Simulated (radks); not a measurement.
Results of a calculation; reference values are marked as such.
Species: neutral dysprosium. Configuration: [He] 2s2 2p(up 3, down 3) 3s2 3p6 3d10 4s2 4p6 4d10 4f10 5s2 5p6 6s2.

Level of theory: scalar-relativistic Kohn-Sham, LDA (Slater exchange, Perdew-Wang correlation), spin-polarised, spherical densities, point nucleus; open shells are filled with parallel spins first (spin-orbit coupling, left out, can overturn this in heavy ions) (a radial shooting solver on a logarithmic mesh with Libxc functionals).

Energy parts (eV):
| part | energy |
|---|---|
| total | -330603.60 |
| kinetic | 356624.15 |
| electron-nucleus | -809307.11 |
| Hartree | 129023.86 |
| exchange-correlation | -6944.50 |

Orbitals (lengths in bohr, moments of r in powers of bohr; r(max) is where P^2 peaks):
| orbital | occ. | eigenvalue (eV) | r(max) | <r^4> |
|---|---|---|---|---|
| 1s up | 1 | -53613.13 | 0.01339 | 9.934e-07 |
| 1s down | 1 | -53613.13 | 0.01339 | 9.934e-07 |
| 2s up | 1 | -8928.731 | 0.07609 | 0.0001562 |
| 2s down | 1 | -8928.663 | 0.07609 | 0.0001562 |
| 2p up | 3 | -7925.482 | 0.06170 | 0.0001176 |
| 2p down | 3 | -7925.433 | 0.06170 | 0.0001176 |
| 3s up | 1 | -1987.438 | 0.2157 | 0.005985 |
| 3s down | 1 | -1985.827 | 0.2156 | 0.005974 |
| 3p up | 3 | -1679.482 | 0.2118 | 0.006291 |
| 3p down | 3 | -1677.882 | 0.2118 | 0.006277 |
| 3d up | 5 | -1282.558 | 0.1729 | 0.004972 |
| 3d down | 5 | -1281.310 | 0.1728 | 0.004956 |
| 4s up | 1 | -393.8311 | 0.4941 | 0.1467 |
| 4s down | 1 | -390.4318 | 0.4940 | 0.1469 |
| 4p up | 3 | -292.3847 | 0.5161 | 0.1935 |
| 4p down | 3 | -289.0323 | 0.5160 | 0.1940 |
| 4d up | 5 | -154.2369 | 0.5345 | 0.3051 |
| 4d down | 5 | -150.9612 | 0.5345 | 0.3077 |
| 4f up | 7 | -4.5203 | 0.5374 | 3.937 |
| 4f down | 3 | -1.7258 | 0.5394 | 8.134 |
| 5s up | 1 | -49.8072 | 1.154 | 5.375 |
| 5s down | 1 | -48.1618 | 1.160 | 5.593 |
| 5p up | 3 | -26.0275 | 1.318 | 11.69 |
| 5p down | 3 | -24.8256 | 1.330 | 12.45 |
| 6s up | 1 | -3.9547 | 3.378 | 549.7 |
| 6s down | 1 | -3.8390 | 3.432 | 583.4 |

The highest occupied level is 4f down at -1.726 eV. Summed over all electrons, <r^2> = 76.99 bohr^2, which gives a Langevin (diamagnetic) susceptibility term of -61 x 10^-6 cm^3/mol. The density falls to 0.001 e/bohr^3 at r = 5.13 bohr. Spin moment in Bohr magnetons: 4.
